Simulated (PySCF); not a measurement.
Precursor series Mo Cl-F. Isolated molecules, 0 K electronic values unless said otherwise.

The numbers are results of PBE-D3(BJ)/def2-TZVP // TPSS-D3(BJ)/def2-SVP (PySCF), not measurements. 

```
species                                  charge on the central atom (Mulliken) (e)  HOMO–LUMO gap (eV)  mean distance from the central atom to its bonded neighbours (Å)  coordination number
---------------------------------------  -----------------------------------------  ------------------  ----------------------------------------------------------------  -------------------
0 of 6 Cl replaced by F                                                       0.69                   …                                                                 …                    6
1 of 6 Cl replaced by F                                                          …                1.48                                                             2.234                    6
2 of 6 Cl replaced by F                                                       1.07                1.85                                                             2.154                    6
3 of 6 Cl replaced by F                                                       1.27                   …                                                             2.076                    6
4 of 6 Cl replaced by F ([Mo(Cl)2(F)4])                                       1.45                2.17                                                             1.996                    …
5 of 6 Cl replaced by F ([Mo(Cl)(F)5])                                        1.63                   …                                                             1.918                    6
6 of 6 Cl replaced by F ([Mo(F)6])                                            1.82                4.37                                                             1.839                    …
```

Question: Complete the blanks.

Answer: 
- 0 of 6 Cl replaced by F, HOMO–LUMO gap (eV): 1.55
- 0 of 6 Cl replaced by F, mean distance from the central atom to its bonded neighbours (Å): 2.314
- 1 of 6 Cl replaced by F, charge on the central atom (Mulliken) (e): 0.89
- 3 of 6 Cl replaced by F, HOMO–LUMO gap (eV): 1.80
- 4 of 6 Cl replaced by F ([Mo(Cl)2(F)4]), coordination number: 6
- 5 of 6 Cl replaced by F ([Mo(Cl)(F)5]), HOMO–LUMO gap (eV): 2.77
- 6 of 6 Cl replaced by F ([Mo(F)6]), coordination number: 6
